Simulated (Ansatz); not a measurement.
Two isomers of CH6BFOSi: A = `OC([SiH3])BF`, B = `FBOC[SiH3]`.

Program: Ansatz. Geometries: PBE0-D4/def2-TZVP. ΔE: electronic, gas phase. CCSD(T)/CBS adds triple-zeta CCSD(T) − MP2 to the extrapolated MP2 energy (def2 sets, frozen cores). Functionals use def2-TZVPP. B3LYP here is the variant with VWN-RPA as its local correlation; programs differ in this. One conformer a species, not always the lowest.

Problem. Which isomer does CCSD(T)/CBS put lower? Give the gap. (Best estimate.)

Solution. Ansatz gave: B, by 142.3 kJ/mol.

Problem. Give E(B) − E(A) in kJ/mol with ωB97M-V, B3LYP-D4, B2PLYP, CCSD/def2-TZVPP, PBE-D4, HF/def2-TZVPP, B3LYP. (An estimate is asked.)

Solution. The calculation gave: ωB97M-V -140.8, B3LYP-D4 -144.7, B2PLYP -147.0, CCSD/def2-TZVPP -145.4, PBE-D4 -132.0, HF/def2-TZVPP -158.0, B3LYP -146.4. None reverses the order clearly.

Largest T1 diagnostic: 0.013.

In def2-TZVPP, CCSD(T) changes the Hartree–Fock value by +14.2 kJ/mol (the triples alone add +1.6 kJ/mol) and MP2 by +13.8 kJ/mol. From PBE to PBE0 (25 % exact exchange), in def2-TZVPP and without D4, E(B) − E(A) moves by −3.4 kJ/mol.
